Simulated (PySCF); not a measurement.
Ge(OH)2(OMe)2, C2H8GeO4, SMILES C[O][Ge]([OH])([OH])[O]C (GFN2-xTB optimised geometry):

```
15

C     -3.190    -1.805     2.014
O     -1.892    -1.831     1.441
Ge    -1.392    -0.989     0.000
O     -1.839    -1.743    -1.488
O     -2.132     0.573     0.000
O      0.347    -0.989     0.000
C      1.184    -0.679     1.103
H     -3.895    -2.377     1.407
H     -3.098    -2.267     2.998
H     -3.558    -0.785     2.121
H     -1.328    -2.514    -1.727
H     -2.201     0.989    -0.858
H      1.116     0.379     1.362
H      0.924    -1.277     1.977
H      2.201    -0.913     0.787
```

Method: PySCF 2.14.0 with CAM-B3LYP/def2-TZVP.

Task: What are the frontier orbital energies and the dipole moment?

Result: HOMO-2 -10.05 eV, HOMO-1 -9.71 eV, HOMO -9.62 eV, LUMO 1.01 eV, LUMO+1 2.32 eV; dipole moment 0.29 D.

On the same geometry PySCF with PBE/def2-TZVP gives HOMO-2 -6.97 eV, HOMO-1 -6.57 eV, HOMO -6.48 eV, LUMO -0.87 eV, LUMO+1 0.63 eV; dipole moment 0.25 D.

Meta-Löwdin charges at CAM-B3LYP/def2-TZVP: C1 -0.11, O2 -0.62, Ge3 1.57, O4 -0.75, O5 -0.75, O6 -0.62, C7 -0.11, H8 0.11, H9 0.12, H10 0.11, H11 0.36, H12 0.36, H13 0.11, H14 0.11, H15 0.12.
